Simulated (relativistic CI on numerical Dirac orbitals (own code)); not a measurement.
## Tl28+: q coefficients and field-shift factors

Computed by Dirac-Coulomb-Breit CI, KLI orbitals optimised for each configuration, derivatives by finite differences, unscaled Slater integrals, QED left out (own radial code, finite nucleus).

Configurations in the expansion (outside the closed core [Kr] 4d10): 4f⁷.

With x = (α/α₀)² − 1 an excitation energy changes as ω = ω₀ + qx; K = 2q/ω₀ is the relative enhancement. Terms are leading LS components, so labels can repeat. The field-shift factor is F = δν/δ⟨r²⟩ for the transition from the lowest level.

Lowest level 4f⁷ ⁸S°7/2.

```
      Level  ω₀ (cm⁻¹)  q (cm⁻¹)         K  F (GHz/fm²)
 4f⁷ ⁴D°7/2    63455.5    -43490     -1.37         -1.3
 4f⁷ ⁶P°5/2    81328.9    -10850    -0.267        0.522
 4f⁷ ⁶I°7/2    84961.4     -7688    -0.181        0.728
 4f⁷ ⁶I°9/2    89010.6    -17610    -0.396        0.308
 4f⁷ ⁶P°3/2    91605.8      3327    0.0726         1.35
4f⁷ ⁶I°17/2    93410.9     -8372    -0.179        0.875
4f⁷ ⁶I°11/2    98542.4      -431  -0.00875         1.29
4f⁷ ⁶I°13/2   101978.3      3963    0.0777         1.56
4f⁷ ⁶I°15/2   103166.5     10070     0.195         1.89
 4f⁷ ⁶D°9/2   105908.0      3654     0.069         1.57
 4f⁷ ⁶D°7/2   114519.9     -1980   -0.0346          1.4
 4f⁷ ⁴G°5/2   123306.2     -8610     -0.14         1.18
 4f⁷ ⁶I°7/2   124048.2     14000     0.226          2.3
```

At this charge energies of transitions that change n are usually good to better than 1 %, and those within a shell (Δn = 0) to a few per cent. Terms inside the open d or f shell come out 10 to 20 % too wide with unscaled integrals.
